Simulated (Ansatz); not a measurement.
H₂Se₂Te, singlet, geometry from GFN2-xTB (core potentials on Te); B3LYP/def2-TZVPPD (Ansatz, a first-principles code).

Ansatz was given this input:
Ansatz 0.2 input:
```yaml
crystal:
  periodic: [false, false, false]
  atoms:
    - {symbol: Te, position_ang: [0.21738489, 0.64213979, 0.60817953]}
    - {symbol: Se, position_ang: [-2.03452859, -0.02681516, -0.25003608]}
    - {symbol: H, position_ang: [-2.09732721, 0.83870483, -1.40760115]}
    - {symbol: Se, position_ang: [1.71398091, -0.92006029, -0.64676285]}
    - {symbol: H, position_ang: [1.69193388, -2.03620839, 0.27342886]}
basis:
  gaussian:
    orbitals: def2-TZVPPD.json
hamiltonian:
  xc: b3lyp
```
The basis file holds def2-TZVPPD in the JSON format of the Basis Set Exchange.

Output, abridged:

```
Functional definition: B3LYP
1483 factors; their error is unknown
mean field evaluation 1: about -138029.7520 eV, gradient 1.5e1 eV
mean field evaluation 2: about -138029.3899 eV, gradient 1.7e1 eV
mean field evaluation 4: about -138030.3334 eV, gradient 3.9e-1 eV
mean field evaluation 8: about -138030.9073 eV, gradient 1.2e-1 eV
mean field evaluation 16: about -138030.9073 eV, gradient 4.3e-5 eV
mean field -138030.90726706 eV, -5072.5422813552 hartree, gradient 4.3e-5 eV, S^2 0.000000; 0 other end points of the search recorded, 0 dependent functions left out
reference -138030.90754264 eV, -5072.5422914824 hartree; 47, 47 occupied and 160, 160 virtual orbitals, 1483 factors
Total energy: -138030.90754264 eV, -5072.5422914824 hartree
```
